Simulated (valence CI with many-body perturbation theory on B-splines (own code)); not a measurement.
## E1 transitions of Mo XXXVI

Calculated by relativistic CI+MBPT: five valence electrons over a frozen Dirac-Fock core [He], radial functions for each j: 11 s, 11 p, 10 d, 8 f, 5 g, 2 h, with the one-electron correlation potential Σ1 (screened to all orders), the two-electron term Σ2, the three-electron term Σ3, Breit, model QED; selected single and double excitations, second order for the rest, scaled by the run's own slope (own B-spline code, finite nucleus).

No measured spectrum was set against this ion. As an estimate, large intervals hold to a few tenths of a per cent, small ones and those within an open d or f shell to about a per cent. Among the levels kept, up to 11000 cm⁻¹ of a level comes from second order outside the variational space, and about a tenth of that is noise between levels of different J, which matters for small intervals.

Lines 201 to 250 of 596 in falling wavelength, among levels below 240.59 Ry, chosen from the strongest by gf and those to the six lowest levels. Wavelengths and rates use the calculated energies. Electric multipoles are in the length gauge, E1 and E2 with the static RPA response of the core. Weak lines are less certain than strong ones. Lines between different terms over intervals too small for the method are left out, as are lines whose strength nearly cancels. The highest levels of a list are the least certain.

Levels are named by their leading jj configuration (3d3/2^4 stands for four electrons in 3d with j = 3/2), which in mixed levels can hold well under half, so a name can repeat and another be missing. Letters in brackets count levels of one name in rising energy.

```tsv
λ vac (nm)	Upper	Lower	A (s⁻¹)	log gf	Branch %
4.696	(2s 2p3/2^3 3s) J=5/2 [a]	(2s^2 2p3/2^2 3s) J=5/2	8.79e+10	-0.76	0.1
4.653	(2s 2p3/2^3 3p3/2) J=7/2	(2s^2 2p3/2^2 3p3/2) J=7/2	1.33e+11	-0.46	10.5
4.627	(2s 2p3/2^3 3p1/2) J=5/2	(2s^2 2p3/2^2 3p1/2) J=5/2	1.39e+11	-0.57	0.4
4.618	(2s 2p3/2^3 3p1/2) J=3/2 [a]	(2s^2 2p3/2^2 3p1/2) J=3/2	1.38e+11	-0.75	1.4
4.600	(2s 2p3/2^3 3s) J=5/2 [b]	(2s^2 2p3/2^2 3s) J=5/2	7.57e+10	-0.84	0.2
4.592	(2p1/2^2 2p3/2^2 3s) J=5/2	(2s 2p1/2^2 2p3/2 3s) J=3/2 [b]	8.00e+10	-0.82	2.3
4.574	(2s 2p3/2^3 3s) J=3/2 [a]	(2s^2 2p3/2^2 3s) J=3/2	7.26e+10	-1.04	0.1
4.570	(2s 2p3/2^3 3p3/2) J=3/2 [a]	(2s^2 2p3/2^2 3p3/2) J=5/2	7.32e+10	-1.04	0.2
4.543	(2p1/2^2 2p3/2^2 3p1/2) J=5/2	(2s 2p1/2^2 2p3/2 3p1/2) J=3/2 [b]	7.69e+10	-0.85	0.3
4.540	(2s 2p3/2^3 3p3/2) J=5/2 [b]	(2s^2 2p3/2^2 3p3/2) J=3/2 [b]	7.27e+10	-0.87	0.3
4.538	(2s 2p1/2 2p3/2^3) J=3/2 [a]	(2s^2 2p1/2 2p3/2^2) J=3/2	1.61e+11	-0.70	85.0
4.534	(2s 2p3/2^3 3p3/2) J=5/2 [a]	(2s^2 2p3/2^2 3p3/2) J=5/2	8.58e+10	-0.80	0.5
4.533	(2s 2p1/2 2p3/2^2 3d5/2) J=9/2 [c]	(2s^2 2p1/2 2p3/2 3d5/2) J=7/2 [b]	3.29e+10	-0.99	7.9
4.494	(2s 2p1/2 2p3/2^2 3p3/2) J=7/2 [c]	(2s^2 2p1/2 2p3/2 3p3/2) J=5/2 [b]	3.94e+10	-1.02	0.2
4.489	(2s 2p1/2^2 2p3/2 3d5/2) J=7/2 [b]	(2s^2 2p1/2^2 3d5/2) J=5/2	1.07e+11	-0.59	0.5
4.467	(2s 2p3/2^3 3p1/2) J=3/2 [b]	(2s^2 2p3/2^2 3p1/2) J=1/2	6.49e+10	-1.11	0.3
4.464	(2s 2p1/2 2p3/2^2 3d5/2) J=7/2 [d]	(2s^2 2p1/2 2p3/2 3d5/2) J=7/2 [b]	6.56e+10	-0.80	0.1
4.462	(2s 2p1/2^2 2p3/2 3p3/2) J=5/2 [b]	(2s^2 2p1/2^2 3p3/2) J=3/2	1.30e+11	-0.63	0.6
4.430	(2s 2p3/2^3 3s) J=3/2 [b]	(2s^2 2p3/2^2 3s) J=1/2	6.77e+10	-1.10	0.1
4.422	(2s 2p1/2 2p3/2^3) J=5/2	(2s^2 2p1/2 2p3/2^2) J=5/2	1.48e+11	-0.59	90.1
4.412	(2s 2p1/2^2 2p3/2 3d3/2) J=5/2 [b]	(2s^2 2p1/2^2 3d3/2) J=3/2	1.11e+11	-0.71	2.1
4.407	(2s 2p3/2^3 3p3/2) J=1/2	(2s^2 2p3/2^2 3p3/2) J=1/2	1.48e+11	-1.07	0.2
4.402	(2s 2p1/2 2p3/2^2 3d5/2) J=7/2 [e]	(2s^2 2p1/2 2p3/2 3d5/2) J=7/2 [b]	7.02e+10	-0.79	0.1
4.396	(2s 2p1/2 2p3/2^2 3p3/2) J=5/2 [d]	(2s^2 2p1/2 2p3/2 3p3/2) J=5/2 [b]	4.99e+10	-1.06	0.8
4.394	(2s 2p1/2^2 2p3/2 3s) J=1/2	(2s^2 2p1/2^2 3s) J=1/2	1.55e+11	-1.05	0.9
4.388	(2s 2p1/2^2 2p3/2 3d5/2) J=5/2 [b]	(2s^2 2p1/2^2 3d5/2) J=5/2	1.45e+11	-0.60	0.1
4.383	(2s 2p1/2 2p3/2^2 3d5/2) J=5/2 [e]	(2s^2 2p1/2 2p3/2 3d5/2) J=3/2 [b]	6.56e+10	-0.95	0.1
4.383	(2s 2p1/2 2p3/2^3) J=1/2	(2s^2 2p1/2 2p3/2^2) J=1/2	1.25e+11	-1.14	29.3
4.382	(2s 2p1/2^2 2p3/2 3d3/2) J=3/2 [b]	(2s^2 2p1/2^2 3d3/2) J=3/2	1.35e+11	-0.81	0.2
4.379	(2s 2p1/2^2 2p3/2 3p1/2) J=3/2 [b]	(2s^2 2p1/2^2 3p1/2) J=1/2	1.46e+11	-0.78	0.9
4.367	(2s 2p1/2^2 2p3/2 3p3/2) J=3/2 [b]	(2s^2 2p1/2^2 3p3/2) J=3/2	1.48e+11	-0.77	0.8
4.366	(2s 2p1/2 2p3/2^2 3s) J=1/2 [a]	(2s^2 2p1/2 2p3/2 3s) J=3/2 [a]	1.49e+11	-1.07	0.8
4.353	(2p1/2 2p3/2^4) J=1/2	(2s 2p1/2 2p3/2^3) J=3/2 [b]	3.69e+11	-0.68	60.9
4.351	(2s 2p1/2 2p3/2^2 3p3/2) J=5/2 [e]	(2s^2 2p1/2 2p3/2 3p3/2) J=5/2 [b]	1.11e+11	-0.72	1.8
4.347	(2s 2p1/2^2 2p3/2 3s) J=3/2 [b]	(2s^2 2p1/2^2 3s) J=1/2	1.44e+11	-0.79	1.4
4.344	(2s 2p1/2^2 2p3/2 3d5/2) J=3/2 [b]	(2s^2 2p1/2^2 3d5/2) J=5/2	1.71e+11	-0.71	0.2
4.336	(2s 2p1/2 2p3/2^2 3p3/2) J=1/2 [d]	(2s^2 2p1/2 2p3/2 3p3/2) J=1/2 [b]	1.55e+11	-1.06	1.2
4.328	(2s 2p1/2 2p3/2^2 3d5/2) J=3/2 [d]	(2s^2 2p1/2 2p3/2 3d5/2) J=3/2 [b]	9.80e+10	-0.96	0.2
4.324	(2s 2p3/2^3 3p3/2) J=3/2 [b]	(2s^2 2p3/2^2 3p3/2) J=3/2 [a]	1.64e+11	-0.73	1.4
4.323	(2s 2p1/2 2p3/2^2 3d5/2) J=5/2 [e]	(2s^2 2p1/2 2p3/2 3d5/2) J=5/2 [b]	1.00e+11	-0.77	0.1
4.316	(2s 2p1/2^2 2p3/2 3p3/2) J=1/2 [b]	(2s^2 2p1/2^2 3p3/2) J=3/2	1.46e+11	-1.09	0.5
4.315	(2s 2p1/2^2 2p3/2 3d3/2) J=1/2 [b]	(2s^2 2p1/2^2 3d3/2) J=3/2	1.69e+11	-1.02	0.8
4.313	(2s 2p1/2 2p3/2^2 3p3/2) J=3/2 [c]	(2s^2 2p1/2 2p3/2 3p3/2) J=5/2 [a]	1.08e+11	-0.92	0.7
4.311	(2s 2p1/2 2p3/2^2 3p3/2) J=1/2 [b]	(2s^2 2p1/2 2p3/2 3p3/2) J=3/2 [a]	1.43e+11	-1.10	0.7
4.301	(2s 2p1/2 2p3/2^2 3p3/2) J=3/2 [b]	(2s^2 2p1/2 2p3/2 3p1/2) J=3/2 [a]	7.14e+10	-1.10	0.2
4.300	(2s 2p1/2 2p3/2^2 3d5/2) J=9/2 [c]	(2s^2 2p1/2 2p3/2 3d5/2) J=9/2	1.66e+11	-0.34	39.9
4.300	(2s 2p1/2 2p3/2^2 3p3/2) J=7/2 [c]	(2s^2 2p1/2 2p3/2 3p3/2) J=7/2	1.98e+11	-0.36	0.8
4.297	(2s 2p1/2 2p3/2^2 3s) J=3/2 [c]	(2s^2 2p1/2 2p3/2 3s) J=3/2 [b]	1.94e+11	-0.67	0.8
4.295	(2s 2p1/2 2p3/2^2 3d3/2) J=5/2 [d]	(2s^2 2p1/2 2p3/2 3d3/2) J=5/2 [b]	1.27e+11	-0.68	0.1
4.290	(2s 2p1/2 2p3/2^2 3d5/2) J=5/2 [c]	(2s^2 2p1/2 2p3/2 3d5/2) J=7/2 [a]	8.94e+10	-0.83	0.2
```

Question: How does gf follow from A for the line at 4.489 nm?

Answer: gf = 1.4992 × (2J+1)_upper × A / σ², with σ = 2227720 cm⁻¹ and 2J+1 = 8: gf = 0.260.
